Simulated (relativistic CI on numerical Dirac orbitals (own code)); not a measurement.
## Cr+ in a cubic cluster: 3p photoemission with charge transfer

Computed with a charge-transfer multiplet model of a cubic metal-ligand cluster with up to one ligand hole, Slater and spin-orbit integrals from Dirac-Coulomb-Breit ions, Slater integrals scaled by 0.9. The parameters are those of a tetrahedral site (10Dq negative, t2 hopping the larger). The ground state mixes d5 with configurations of k ligand holes L, whose averages lie at kΔ + k(k − 1)U_dd/2; a core hole lowers each added d electron by U_cd. 300 K, Lorentzian 0.9 eV and Gaussian 0.8 eV FWHM.

Atomic integrals in eV (Slater integrals scaled, ζ unscaled), ground: F2dd 7.466, F4dd 4.592, zeta_d 0.022; with the core hole: F2dd 8.769, F4dd 5.453, zeta_d 0.028, zeta_core 0.660, F2cd 9.817, G1cd 12.230, G3cd 7.373.

Cluster parameters (eV): Δ = 8.1, U_dd = 4.6, 10Dq = -0.15, 10Dq(ligand) = 0, V(eg) = 1.3, V(t2g) = -2.21, final-state hopping factor = 0.9.

```csv
Case,n_d,d5,d6L,S
U_cd = 4.8 eV,5.12,0.88,0.12,2.50
U_cd = 5.4 eV,5.12,0.88,0.12,2.50
U_cd = 7.2 eV,5.12,0.88,0.12,2.50
```

Weights, n_d and S are thermal averages at 300 K. Binding energies count from the first peak over 30 % of the highest in each spectrum, which can be another peak from case to case. The parameters are a model scan and need not match a compound or its usual spin state. Peaks in eV (height, largest 100):
- U_cd = 4.8 eV: 0.0 (100), 2.7 (29), 12.6 (5), 18.6 (41)
- U_cd = 5.4 eV: 0.0 (100), 2.6 (29), 12.2 (5), 18.6 (40)
- U_cd = 7.2 eV: 0.0 (100), 2.6 (29), 7.7 (6), 11.1 (6), 18.4 (39), 20.8 (7)

Curve for U_cd = 5.4 eV (points under 2 left out, the grid thinned):

(E (eV), Intensity): (-3.8, 2.5), (-3.3, 3.3), (-2.7, 4.9), (-2.2, 7.6), (-1.6, 15.4), (-1.1, 34.1), (-0.6, 72.4), (0.0, 100.0), (0.5, 74.2), (1.1, 33.0), (1.6, 20.3), (2.2, 24.5), (2.7, 28.6), (3.2, 19.6), (3.8, 8.6), (4.3, 5.0), (4.9, 3.6), (5.4, 3.1), (5.9, 2.7), (6.5, 2.4), (7.0, 2.5), (7.6, 2.2), (8.1, 2.3), (8.6, 2.7), (9.2, 2.4), (11.2, 2.5), (11.8, 4.5), (12.3, 5.1), (12.8, 3.6), (13.4, 2.1), (15.4, 2.5), (16.0, 3.0), (16.5, 4.1), (17.0, 7.0), (17.6, 16.9), (18.1, 31.8), (18.7, 39.8), (19.2, 25.9), (19.8, 10.0), (20.3, 5.0), (20.8, 3.2), (21.4, 2.8), (21.9, 3.1), (22.5, 2.5), (26.9, 2.0)

For the case U_cd = 5.4 eV, Δ = 8.1 eV is larger than U_dd = 4.6 eV, the Mott-Hubbard side of the Zaanen-Sawatzky-Allen scheme. With the core hole the configuration with one ligand hole lies at Δ − U_cd = 3.3, 2.7, 0.9 eV from the one without, in the order of the table; where this is negative the screened configuration lies lower, though the effective hopping of about 3.8 eV (from the holes of the mixed ground state) mixes the two strongly wherever it is as large as the gap.

With at most 1 ligand hole the space is cut while the next configuration still counts, so covalency is underestimated, and a final configuration with one more ligand hole, which can lie low, is missing from the spectra.
